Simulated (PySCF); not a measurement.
PbFBr, SMILES [F][Pb][Br] (connectivity only; charge and spin as stated), neutral, multiplicity 1.

Coordinates come from a PBE0-D3(BJ)/def2-TZVP optimisation. The def2 effective core potentials stand for the cores of Pb; spin–orbit coupling is left out.

These are TDDFT-ωB97X/def2-SVPD (PySCF 2.14.0) values and carry that method's errors.

Vertical excitations. Isolated molecule, no solvent. State labels are in the subgroup Cs.

Question: List the lowest excited states. (The exact figures need the calculation; the answer reports its results.)

Answer: 
| state | symmetry | energy (eV) | λ (nm) | f | main pairs |
|---|---|---|---|---|---|
| S1 | A" | 4.14 | 299 | 0.020 | HOMO→LUMO 86 %, HOMO−1→LUMO 13 % |
| S2 | A" | 4.46 | 278 | 0.002 | HOMO−1→LUMO 86 % |
| S3 | A' | 4.83 | 257 | 0.015 | HOMO−2→LUMO 92 % |
| S4 | A' | 6.20 | 200 | 0.042 | HOMO→LUMO+1 66 %, HOMO−1→LUMO+1 22 % |
| S5 | A" | 6.26 | 198 | 0.012 | HOMO−3→LUMO 89 % |
| S6 | A" | 6.37 | 195 | 0.018 | HOMO−2→LUMO+1 81 % |
| S7 | A' | 6.39 | 194 | 0.045 | HOMO→LUMO+2 59 %, HOMO−4→LUMO 16 %, HOMO−1→LUMO+1 12 % |
| S8 | A" | 6.51 | 190 | 0.002 | HOMO−5→LUMO 92 % |
| S9 | A' | 6.72 | 185 | 0.143 | HOMO−1→LUMO+2 57 %, HOMO−1→LUMO+1 21 %, HOMO−4→LUMO 9 % |
| S10 | A' | 6.84 | 181 | 0.041 | HOMO−4→LUMO 66 %, HOMO−1→LUMO+2 16 % |
| T1 | A" | 3.66 | 338 | 0 | HOMO→LUMO 69 %, HOMO−1→LUMO 27 % |
| T2 | A" | 4.37 | 284 | 0 | HOMO−1→LUMO 71 %, HOMO→LUMO 27 % |
| T3 | A' | 4.38 | 283 | 0 | HOMO−2→LUMO 98 % |
| T4 | A' | 5.54 | 224 | 0 | HOMO→LUMO+1 69 %, HOMO−1→LUMO+1 20 % |
Triplets are in the Tamm–Dancoff approximation, which puts them higher than full response would, so one can lie above its singlet here.
